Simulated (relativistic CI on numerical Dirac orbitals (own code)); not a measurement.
## Radial parameters of Nd²⁵⁺

These numbers are calculated, not measured: Dirac-Coulomb-Breit CI, orbitals from a KLI potential per configuration, model QED (radiative potential, 1s self-energy scaled to tabulated hydrogen-like ionisation energies), unscaled Slater integrals (own radial code, finite nucleus).

Slater integrals F^k, G^k are unscaled and averaged over j, outside the closed core [Ar] 3d10; ζ comes from projecting the Hamiltonian with its Breit term on Σ l·s of the shell.

- 4s2 4p5: ζ(4p) = 156480 cm⁻¹; <r>(4p) = 0.5705, <r^2>(4p) = 0.3676 (bohr units).
- 4s2 4p4 4d: F^2(4p,4p) = 180690, ζ(4p) = 156830, F^2(4p,4d) = 176180, G^1(4p,4d) = 220520, G^3(4p,4d) = 140880, ζ(4d) = 18905 cm⁻¹; <r>(4p) = 0.5705, <r^2>(4p) = 0.3676, <r>(4d) = 0.5807, <r^2>(4d) = 0.3849 (bohr units).
- 4s 4p5 4d: G^1(4s,4p) = 236880, ζ(4p) = 156670, G^2(4s,4d) = 173780, F^2(4p,4d) = 176140, G^1(4p,4d) = 220470, G^3(4p,4d) = 140840, ζ(4d) = 19036 cm⁻¹; <r>(4s) = 0.5548, <r^2>(4s) = 0.3455, <r>(4p) = 0.5706, <r^2>(4p) = 0.3677, <r>(4d) = 0.5809, <r^2>(4d) = 0.3851 (bohr units).

Averages of the first 10 configurations, taken without configuration mixing, which lowers the lowest level and can move excited configurations by several eV; other configurations of the list can lie among them:

| Configuration | Parity | States | Average energy above the lowest level (eV) |
| --- | --- | --- | --- |
| 4s2 4p5 | odd | 6 | 11.3 |
| 4s 4p6 | even | 2 | 106.3 |
| 4s2 4p4 4d | even | 150 | 132.2 |
| 4s 4p5 4d | odd | 120 | 223.7 |
| 4s2 4p4 4f | odd | 210 | 261.4 |
| 4s 4p5 4f | even | 168 | 353.2 |
| 4p6 4d | even | 10 | 323.3 |
| 4s 4p4 4d2 | even | 1350 | 343.5 |
| 4s2 4p3 4d 4f | even | 2800 | 382.9 |
| 4p6 4f | odd | 14 | 453.0 |
